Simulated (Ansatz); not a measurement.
Cost and result up the ladder for the cluster In₆Sb₄Br₆ (16 atoms). Total charge 0; singlet. Geometry: PBE-D4/def2-SVP.

```
atom   x (Å)   y (Å)   z (Å)
 In1   0.653   2.801  -2.864
 In2   2.756  -0.678   2.076
 In3  -2.904  -1.340  -0.211
 In4   0.662  -2.276   0.146
 In5   0.019   2.317   3.170
 In6   2.193  -1.275  -2.794
 Sb7   0.927   1.179  -0.038
 Sb8  -1.798   2.131   0.162
 Sb9  -1.088   0.170  -1.898
Sb10  -2.957   0.297   2.137
Br11  -5.091  -1.602  -1.476
Br12   3.897  -0.321  -0.642
Br13   2.531   1.132  -4.221
Br14   2.858   2.080   3.061
Br15  -1.922  -3.757   0.346
Br16  -0.737  -0.859   3.046
```

Ansatz on 2 threads of AMD EPYC 7R13 on a shared host and a share (18 GiB) of an NVIDIA H100 80GB HBM3. Times are rough, and most runs start from the orbitals of an earlier one. No level here is sound enough to serve as a yardstick. Binding counts from free atoms at the same level (In doublet, Sb quartet, Br doublet; other spins of the atoms weren't run), without zero-point energy or a counterpoise term.

In the def2 sets In, Sb take a core potential; there is no spin–orbit coupling. Correlated methods freeze 94 core orbitals; core or outer-core shells of In, Sb, Br are correlated, in sets that lack core-valence functions. The rows differ in basis, and correlated rows in double-zeta sets carry the largest basis error. Single mean-field runs in def2-SVP, def2-TZVP are fitted with def2-universal-jkfit. Another isomer (singlet) lies 0.52 eV lower at PBE0-D4/def2-TZVP; other spin states weren't run for this one.

Correlated methods converge slowly with the basis, most of all in double-zeta sets.

| level | functions | wall time |
| --- | --- | --- |
| HF/def2-SVP | 452 | 3.5 s |
| PBE-D4/def2-SVP (with forces) | 452 | 5.5 s |
| r2SCAN-D4/def2-SVP | 452 | 5.5 s |
| PBE-D4/def2-TZVP | 788 | 6 s |
| PBE0-D4/def2-SVP | 452 | 6 s |
| PBE0-D4/def2-TZVP | 788 | 8 s |
| MP2/def2-SVP | 452 | 12 s |
| RPA@PBE/def2-SVP | 452 | 15 s |

Estimate what each level gives for the binding energy per atom (eV).


```
                        level  binding energy per atom (eV)
                  HF/def2-SVP                          1.20
PBE-D4/def2-SVP (with forces)                          2.49
           r2SCAN-D4/def2-SVP                          2.36
             PBE-D4/def2-TZVP                          2.49
             PBE0-D4/def2-SVP                          2.38
            PBE0-D4/def2-TZVP                          2.39
                 MP2/def2-SVP                          2.18
             RPA@PBE/def2-SVP                          1.84
```
